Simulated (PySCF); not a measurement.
Al2, triplet, at a GFN2-xTB geometry (such geometries of metal compounds can be far from the true shape), with bond 1-2 at 1.3 times its length. Base run: HF/6-31G** (PySCF).

PySCF was given this input:
```python
from pyscf import gto, scf

mol = gto.Mole()
mol.atom = '''
    Al    0.000000    0.000000   -2.004528
    Al    0.000000    0.000000    1.252830
'''
mol.basis = '6-31g**'
mol.charge = 0
mol.spin = 2
mol.verbose = 4
mol.build()

mf = scf.UHF(mol)
mf.kernel()
```

The base run was repeated with changes; each row names its change, and settings that it needs were set with it.

| change | ΔE vs base (mEh) | SCF cycles | <S^2> | outcome |
|---|---|---|---|---|
| base | 0.000 | 9 | 2.037 | converged |
| diis_space = 20 | 0.000 | 9 | 2.037 | converged |
| DIIS = EDIIS | - | 50 | - | not converged |
| conv_tol = 1e-4 | 0.011 | 5 | 2.034 | converged |
| conv_tol = 1e-7 | 0.000 | 8 | 2.037 | converged |
| diis = off; damp = 0.3 (with mf.diis_start_cycle = 200; with mf.max_cycle = 150) | 0.000 | 32 | 2.037 | converged |
| conv_tol = 1e-12 | 0.000 | 11 | 2.037 | converged |
| solver = newton | 0.000 | - | 2.037 | converged |
| init_guess = atom | 0.000 | 9 | 2.037 | converged |
| init_guess = 1e | 24.939 | 11 | 2.029 | another SCF solution |
| conv_tol = 1e-6 | 0.000 | 7 | 2.037 | converged |
| damp = 0.5; diis_start_cycle = 5 | 0.000 | 11 | 2.037 | converged |
| level_shift = 0.3 (with mf.max_cycle = 100) | 0.000 | 13 | 2.037 | converged |

A guess, shift, damping, solver or small numerical setting can't move a converged solution much, so rows marked as another SCF solution ended in a different state.

Open shells are given as the SCF converged; they aren't shown to be the lowest states, and a large step between rows can be another state.
